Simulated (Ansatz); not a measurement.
Reaction (ligand exchange at the Si–O bond): `O[Si](O)(O)[O][Al]([F])[Cl]` + `C[O][Ti]([OH])([O]C)[O]C` → `C[O][Ti]([O]C)([O]C)[O][Si](O)(O)O` + `[OH][Al]([F])[Cl]`

Calculated with Ansatz (gas phase, PBE0-D4/def2-TZVP geometries, no zero-point term in ΔE). CBS: MP2 limit from def2 TZ/QZ plus the TZ coupled-cluster correction, frozen cores. This one scheme is used for every species. DFT in def2-TZVPP. For Ti outer-core shells are correlated without core-valence functions, which leaves a few kJ/mol of doubt a bond. Scalar relativity is left out up to krypton. One conformer a species, not always the lowest.

(1) Is it downhill or uphill in electronic energy at CCSD(T)/CBS, and by how much? (Estimate.)

(2) What do these levels give: B2PLYP, r2SCAN, CCSD/def2-TZVPP, CCSD(T)/def2-TZVPP, MP2/def2-QZVPP, CCSD/CBS(def2)? (An estimate is asked.)

Largest T1 diagnostic among the species: 0.022, so the coupled-cluster value is less sure than usual.

## Answers

(1) Computed: Downhill: ΔE = -12.1 kJ/mol.

(2) The calculation gave: B2PLYP -7.9, r2SCAN -6.3, CCSD/def2-TZVPP -10.8, CCSD(T)/def2-TZVPP -13.2, MP2/def2-QZVPP -12.5, CCSD/CBS(def2) -9.7 kJ/mol.

The D4 term adds −6.7 kJ/mol with B3LYP and −4.5 kJ/mol with PBE0; it sums over pairs of atoms, weighted by their polarisabilities, and B3LYP, whose exchange is more repulsive, gets the larger term. In def2-TZVPP, CCSD(T) changes the Hartree–Fock value by −11.3 kJ/mol (the triples alone add −2.5 kJ/mol) and MP2 by −11.3 kJ/mol.

B3LYP here is the variant with VWN-RPA as its local correlation; programs differ in this.
